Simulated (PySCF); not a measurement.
C4H8OSi.
Cartesian coordinates in Å at the PBE0-D3(BJ)/def2-SVP level; atoms count from 1:
```
atom  x, y, z in Å
C1     1.959   -0.009   -0.323
C2     1.422   -0.049    1.085
O3     2.146   -0.105    2.054
Si4   -0.474   -0.022    1.363
C5    -1.573    0.795    0.089
C6    -1.594   -0.730    0.041
H7     1.551    0.857   -0.869
H8     1.642   -0.913   -0.868
H9     3.056    0.042   -0.300
H10   -0.890   -0.059    2.784
H11   -2.485    1.293    0.439
H12   -1.112    1.319   -0.756
H13   -1.139   -1.211   -0.832
H14   -2.519   -1.226    0.356
```

The calculation used PySCF, PBE0-D3(BJ)/def2-SVP geometry optimisation, gas phase.

Masses are those of the commonest isotopes; rigid-rotor values at the optimised geometry. The values belong to one conformer with, in the numbering `[CH3:1][C:2](=[O:3])[SiH:4]1[CH2:5][CH2:6]1`, C1–C2–Si4–C5 -27°.

What are A, B and C (MHz)?

Ia = 93.18, Ib = 266.54, Ic = 315.74 u·Å²; 505379 MHz·u·Å²/I gives A = 5424, B = 1896, C = 1601 MHz.

Classify the top.

An asymmetric top; Ray's κ = -0.845.

Is it planar, by Δ = Ic − Ia − Ib?

Not planar: Δ = Ic − Ia − Ib = -43.97 u·Å². For a rigid frame Δ = −2 Σ m c², so Σ m c² = 21.99 u·Å² lies off the ab plane: 8.01 from hydrogen and 13.98 from heavier atoms. The atom farthest from that plane is 1.27 Å away.

Give the other two planar moments, Paa and Pbb, and the rms extents of the mass along the axes.

Paa = Σ m a² = (Ib + Ic − Ia)/2 = 244.55 and Pbb = Σ m b² = (Ia + Ic − Ib)/2 = 71.19 u·Å². With the mass M = 100.03 u, the rms extents √(P/M) along a, b and c are 1.56, 0.84, 0.47 Å.

Which types of transition are allowed, and where do some lines up to J = 3 fall?

The dipole components are |μa| = 1.80 D, |μb| = 1.87 D, |μc| = 0.01 D. Intensities carry the squares of the components, which stand as 0.93 : 1.00 : 0.00 (a : b : c). Some of the stronger lines:

```csv
type,branch,"J(Ka,Kc)",MHz,lower level (cm⁻¹)
b,R,"3(1,2) ← 2(2,1)",339,0.840
a,Q,"2(1,1) ← 2(1,2)",887,0.458
a,Q,"3(1,2) ← 3(1,3)",1772,0.792
b,R,"2(0,2) ← 1(1,1)",3448,0.234
a,R,"1(0,1) ← 0(0,0)",3497,0.000
b,Q,"1(1,0) ← 1(0,1)",3823,0.117
b,Q,"2(1,1) ← 2(0,2)",4136,0.349
b,Q,"3(1,2) ← 3(0,3)",4639,0.697
a,R,"2(1,2) ← 1(1,1)",6698,0.234
a,R,"2(1,1) ← 1(1,0)",7289,0.244
a,R,"3(1,3) ← 2(1,2)",10036,0.458
b,Q,"3(2,1) ← 3(1,2)",10240,0.852
a,R,"3(2,2) ← 2(2,1)",10490,0.840
a,R,"3(2,1) ← 2(2,0)",10561,0.841
b,Q,"2(2,0) ← 2(1,1)",10601,0.487
a,R,"3(1,2) ← 2(1,1)",10922,0.487
b,R,"2(2,0) ← 1(1,1)",18185,0.234
b,Q,"3(3,0) ← 3(2,1)",18300,1.193
b,Q,"3(3,1) ← 3(2,2)",18388,1.190
b,R,"3(2,2) ← 2(1,1)",21073,0.487
b,R,"3(2,1) ← 2(1,2)",22048,0.458
b,R,"3(3,1) ← 2(2,0)",28860,0.841
b,R,"3(3,0) ← 2(2,1)",28879,0.840
```

PBE0-D3(BJ)/def2-SVP frequencies: not computed here. No vibrational averaging or centrifugal distortion is included, and the geometry carries the error of its method. A rigid rotor knows nothing of internal rotation, which can split or shift real lines.
